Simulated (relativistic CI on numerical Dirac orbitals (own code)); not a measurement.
Spin-allowed bands of a d8 ion in a tetrahedral site, by hand

Problem. Take Δ = 5950 cm⁻¹ and B = 920 cm⁻¹ for a d8 ion in a tetrahedral site. Calculate the three spin-allowed bands.

Working.
1. The terms of highest spin are 3F (energy 0) and 3P (15B = 13800 cm⁻¹). Here the F term splits into A2 at +1.2Δ = 7140, T2 at +0.2Δ = 1190 and T1 at −0.6Δ = -3570 cm⁻¹.
2. The two T1 states mix through the element 0.4Δ: H = [[-3570, 2380], [2380, 13800]], with roots ½(H₁₁ + H₂₂) ∓ ½√[(H₂₂ − H₁₁)² + 4H₁₂²] = ½(10230) ∓ ½(18010) = -3890 and 14120 cm⁻¹.
3. The ground term is 3T1 at -3890 cm⁻¹.
4. Bands: 3T2 5080 cm⁻¹ (1968 nm), 3A2 11030 cm⁻¹ (907 nm), 3T1(P) 18010 cm⁻¹ (555 nm).

Check. Exact diagonalisation of the whole d8 shell with these parameters gives 3T2 5080, 3A2 11030, 3T1 18010 cm⁻¹. The match is exact, since without spin-orbit coupling no other term has this spin. The ratio of the second band to the first, 2.171, depends on Δ/B = 6.5 alone, which is how a Tanabe-Sugano diagram is read.
